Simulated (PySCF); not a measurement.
Gas-phase reaction: 3 GeF4 + GeO ⇌ 4 GeF3 + O

Computed with PySCF and rigid-rotor harmonic-oscillator thermochemistry at 1 bar. † marks an energy on the PBE0/def2-TZVP geometry and frequencies; other levels use their own. CCSD(T) freezes the core. Open shells (unrestricted): GeF3 (multiplicity 2), O (multiplicity 3, electronic degeneracy 9); the rest are closed-shell singlets. Spin-orbit splitting is ignored; it lowers the true energy and changes the entropy of O. Ge: all electrons, no relativistic terms. GeF3: computed as isolated molecules; such fragments, hydroxides, amides, oligomers or adducts are transient or little studied in the gas. CCSD(T) isn't extrapolated to the basis-set limit; its ΔH°(298 K) is 889.7 kJ in def2-SVP and 911.3 kJ in def2-TZVPP. The harmonic model lacks anharmonicity and excited electronic states, which grow with temperature; levels with a mode under 35 cm⁻¹ are left out. Warning, large T1 diagnostic: GeO (CCSD(T)/def2-SVP†).

```tsv
level	ΔE electronic, kJ	ΔH°(298 K), kJ	ΔS°(298 K), J/K	ΔG°(600 K), kJ
CCSD(T)/def2-SVP†	901	890	228	752
HF/def2-TZVP†	553	542	228	405
M06-2X/def2-TZVP†	866	855	228	717
PBE/def2-SVP	854	843	229	705
PBE0/def2-QZVP†	833	821	228	684
PBE0/def2-SVP†	832	821	228	683
LDA/def2-TZVP†	978	966	228	829
ωB97M-V/def2-TZVP†	869	858	228	720
ωB97X-V/def2-TZVP†	883	871	228	734
```
ΔH° is lowest at HF/def2-TZVP† and highest at LDA/def2-TZVP†. No reference value is set beside these.
